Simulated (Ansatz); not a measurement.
C2H6B2O2, SMILES `BB1OCC1O`, relaxed with RKS PBE0-D4/def2-TZVP in Ansatz from a PBE-D4/def2-SVP geometry. The force threshold is 0.005 eV/Å; the program also tests the step.

The species carries charge 0 and has multiplicity 1.

Start:

```xyz
12

B    -0.840   -1.545   -1.542
B     0.117   -0.594   -0.551
O     1.476   -0.335   -0.498
C     1.296    0.689    0.530
C    -0.215    0.362    0.718
O    -1.170    1.383    0.580
H    -1.159   -2.683   -1.240
H    -1.362   -1.100   -2.550
H     1.462    1.702    0.107
H     1.987    0.519    1.386
H    -0.365   -0.261    1.634
H    -1.226    1.863    1.427
```

```
        step  energy (eV)  largest force (eV/Å)  largest move (Å)
           1   -7611.3587                 0.751             0.000
           2   -7611.4040                 0.204             0.027
           3   -7611.4096                 0.067             0.017
           4   -7611.4102                 0.082             0.017
           5   -7611.4107                 0.039             0.005
           6   -7611.4110                 0.016             0.008
7 (rejected)   -7611.4110                 0.042             0.029
           8   -7611.4112                 0.007             0.015
           9   -7611.4112                 0.009             0.015
          10   -7611.4112                 0.005             0.001
```

End:

```xyz
12

B    -0.837   -1.549   -1.543
B     0.077   -0.581   -0.535
O     1.425   -0.321   -0.515
C     1.278    0.678    0.525
C    -0.216    0.360    0.733
O    -1.150    1.398    0.599
H    -1.080   -2.691   -1.274
H    -1.351   -1.119   -2.536
H     1.452    1.677    0.121
H     1.964    0.480    1.354
H    -0.372   -0.223    1.650
H    -1.191    1.892    1.422
```

Hardware: 4 threads of an Arm Neoverse V1 on a shared host. Wall time 39 s, peak host memory 0.57 GiB.
